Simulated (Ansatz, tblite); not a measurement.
Cost and result up the ladder for Li₃Al (4 atoms). Charge 0, multiplicity 1. Geometry: PBE0-D4/def2-TZVP.

```csv
atom,x (Å),y (Å),z (Å)
Al1,0.084,-0.154,1.231
Li2,-1.053,2.207,0.546
Li3,1.059,-2.265,-0.157
Li4,-0.090,0.212,-1.621
```

Ansatz on 4 threads of Arm Neoverse N1 on a shared host; xTB runs through tblite on one thread. Times are rough, summed over both states, and most runs start from the orbitals of an earlier one. PBE0-D4/def2-TZVP serves as the yardstick here, not as an exact answer. The other state is a quintet at its own geometry, which has other bonds, so the gap mixes isomer and spin.

The xTB rows come from tblite. At PBE0-D4/def2-TZVP a broken-symmetry singlet of charge 0 lies 0.70 eV below the quintet, each at its own geometry. The structure comes from a short search, and lower isomers may exist.

Run but left out: HF/STO-3G (singlet: restricted singlet, unstable in another Hartree–Fock run and untested here); HF/def2-TZVP, HF/def2-TZVPP, r2SCAN-D4/def2-TZVP, MP2/def2-TZVP, MP2/def2-TZVPP, CCSD/def2-TZVPP, CCSD(T)/def2-TZVPP (singlet: restricted singlet, unstable towards broken spin symmetry); revPBE-D4/def2-TZVP, HSE06-D4/def2-TZVP, BHLYP-D4/def2-TZVP, CAM-B3LYP-D4/def2-TZVP, ωB97X-V/def2-TZVP, RPA@PBE/def2-TZVP (singlet: restricted singlet, unstable towards broken spin symmetry at other levels and untested here).

xTB has no spin-polarisation term.

```tsv
level	functions	wall time	quintet − singlet (eV)	difference from PBE0-D4/def2-TZVP (eV)
GFN1-xTB	21	0.007 s	3.44	2.74
GFN2-xTB	21	0.008 s	2.19	1.49
PBE-D4/def2-TZVP	79	1.9 s	0.78	0.08
PBE0-D4/def2-TZVP	79	3 s	0.70	0.00
```
